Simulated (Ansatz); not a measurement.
Z-matrix (Å, degrees):
```
Si
Si 1 2.331
Si 1 2.284 2 61.6
F 1 1.599 2 131.0 3 119.5
H 1 1.485 2 105.6 3 -105.6
H 2 1.485 1 116.4 3 120.2
H 2 1.485 1 124.0 3 -93.3
Cl 3 2.052 1 126.8 2 -120.8
H 3 1.485 1 115.5 2 93.1
```

Charge 0, multiplicity 1.

(1) List the B3LYP/def2-TZVPP orbital energies in eV (the Gaussian-basis code of Ansatz). (An estimate is asked.)

Answers

(1) The calculation gave: Occupied: -2762.74, -1800.16, -1800.07, -1799.31, -671.80, -257.49, -196.51, -196.37, -196.37, -144.59, -144.53, -143.88, -99.95, -99.90, -99.89, -99.88, -99.83, -99.81, -99.21, -99.18, -99.17, -32.70, -22.83, -16.75, -14.63, -13.75, -12.66, -12.42, -12.17, -11.10, -10.20, -10.01, -9.70, -9.18, -7.14, -7.04. Lowest empty: -2.10, -0.73, -0.49, -0.15, 0.18, 1.05, 1.64, 1.83.

B3LYP here is the variant with VWN-RPA as its local correlation; programs differ in this.
